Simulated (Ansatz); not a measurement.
BFO, triplet, at a GFN2-xTB geometry (a higher spin typed on purpose: for a closed-shell molecule this is an excited state); SC-NEVPT2/6-31G, CASSCF(6,6) (Ansatz, a quantum-chemistry and plane-wave program).

The Ansatz input:
Ansatz 0.2 input:
```yaml
crystal:
  periodic: [false, false, false]
  atoms:
    - {symbol: F, position_ang: [-0.99776600, 0.23265820, 0.13288418]}
    - {symbol: B, position_ang: [0.04521450, -0.54669068, -0.35208151]}
    - {symbol: O, position_ang: [1.09422769, 0.07994120, 0.07055624]}
basis:
  gaussian:
    orbitals: 6-31G
correlation: {method: sc_nevpt2, electrons: all, active_space: {window: {electrons: 6, orbitals: 6}}}
magnetization: {spin_polarized: false, initial_magnetization: 2}
```

The log (banner, timings and long lists left out):

```
Functional definition: HF
277 factors; integrals over basis functions are off by at most 1.4e-4 eV
mean field evaluation 1: about -5409.4564 eV, gradient 2.1e1 eV
mean field evaluation 2: about -5409.6053 eV, gradient 2.2e1 eV
mean field evaluation 4: about -5411.8356 eV, gradient 3.0e0 eV
mean field evaluation 8: about -5411.9116 eV, gradient 4.3e-1 eV
mean field evaluation 16: about -5411.9167 eV, gradient 2.1e-6 eV
mean field evaluation 32: about -5411.5065 eV, gradient 1.2e0 eV
mean field evaluation 64: about -5410.8243 eV, gradient 1.3e0 eV
mean field -5411.91672025 eV, -198.8842711401 hartree, gradient 2.1e-6 eV, S^2 2.000000; 6 other end points of the search recorded, 0 dependent functions left out
reference -5411.91672025 eV, -198.8842711401 hartree; 12, 10 occupied and 15, 17 virtual orbitals, 277 factors
state -5413.30031737 eV, -198.9351173965 hartree
state -5413.30031737 eV, -198.9351173965 hartree; corrected -5418.57602024 eV, -199.1289959010 hartree
state -5412.90808279 eV, -198.9207030416 hartree
state -5412.90808279 eV, -198.9207030416 hartree; corrected -5418.71710949 eV, -199.1341808354 hartree
state -5412.90808279 eV, -198.9207030416 hartree; corrected -5418.71710949 eV, -199.1341808354 hartree
WARN: the results are in doubt because another end's mean lies 0.392 eV lower, and its corrected mean 0.141 eV higher
Total energy: -5418.71710949 eV, -199.1341808354 hartree
In doubt: another end's mean lies 0.392 eV lower, and its corrected mean 0.141 eV higher
```
